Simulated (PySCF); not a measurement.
PySCF input file for Si(H)(SiH3) anion (H₄Si₂), SMILES [SiH][SiH3] (connectivity only; charge and spin as stated), charge -1, multiplicity 2, SMD-B3LYP/def2-SVPD. Geometry optimised at PBE0-D3(BJ)/def2-TZVPD. The spin state was assumed, not searched. The isomer is the one that the SMILES or the coordinates give; other isomers of the formula were not compared.

```python
import numpy as np
from pyscf import gto, scf, dft
from pyscf.solvent import smd

mol = gto.M(
    atom='''
    Si    0.10472524   -1.31298376   -0.00000000
    H    -1.44044250   -1.36309019    0.00000000
    Si   -0.00103426    1.04159412   -0.00000000
    H    -0.68107311    1.72183468    1.17141450
    H    -0.68107311    1.72183469   -1.17141450
    H     1.35091499    1.71887574   -0.00000000
    ''',
    basis='def2-SVPD',
    charge=-1,
    spin=1,
    max_memory=1600,
    verbose=3,
)
mf = dft.UKS(mol, xc='b3lyp').density_fit(auxbasis='def2-universal-jkfit')
mf.grids.level = 3
mf.conv_tol = 1e-9
mf.max_cycle = 100
mf.kernel()
fine, coarse = mf.grids, dft.Grids(mol).set(level=1).build(with_non0tab=True)
for _ in range(3):  # follow internal instabilities
    mf.grids = coarse
    mo, _, stable, _ = mf.stability(return_status=True, nroots=4)
    mf.grids = fine
    if stable:
        break
    mf.kernel(mf.make_rdm1(mo, mf.mo_occ))
res = {}
for name in ['water', 'cyclohexanone', 'N,N-dimethylformamide']:
    s = mf.SMD()
    s.with_solvent.solvent, s.with_solvent.sasa_ng = name, 302
    s.kernel(mf.make_rdm1())
    res[name] = (s.e_tot, s.with_solvent.get_cds(), s.dip_moment(), s.mo_energy, s.converged)
    print(f'SMD {name}: dG(solv) = {(s.e_tot - mf.e_tot) * 627.509474:.3f} kcal/mol, of which CDS {res[name][1] * 627.509474:.3f}')
```

It prints:

```

WARN: HOMO -0.147806587669956 >= LUMO -0.147806587669955

converged SCF energy = -581.226306249175  <S^2> = 0.75498877  2S+1 = 2.0049826
<class 'pyscf.df.df_jk.DFUKS'> wavefunction is stable in the internal stability analysis
converged SCF energy = -581.30265706819  <S^2> = 0.75501221  2S+1 = 2.0050059

WARN: System has nonzero charge -1; the dipole moment is origin-dependent.
Location of origin: [0. 0. 0.]

Dipole moment(X, Y, Z, Debye): -0.15942,  2.95951,  0.00000
SMD water: dG(solv) = -47.911 kcal/mol, of which CDS 2.221
converged SCF energy = -581.301845057831  <S^2> = 0.75500707  2S+1 = 2.0050008

WARN: System has nonzero charge -1; the dipole moment is origin-dependent.
Location of origin: [0. 0. 0.]

Dipole moment(X, Y, Z, Debye): -0.15893,  2.86535,  0.00000
SMD cyclohexanone: dG(solv) = -47.401 kcal/mol, of which CDS 0.070
converged SCF energy = -581.304883096268  <S^2> = 0.75501072  2S+1 = 2.0050045

WARN: System has nonzero charge -1; the dipole moment is origin-dependent.
Location of origin: [0. 0. 0.]

Dipole moment(X, Y, Z, Debye): -0.15929,  2.93263,  0.00000
SMD N,N-dimethylformamide: dG(solv) = -49.308 kcal/mol, of which CDS 0.091
```

The run converged.
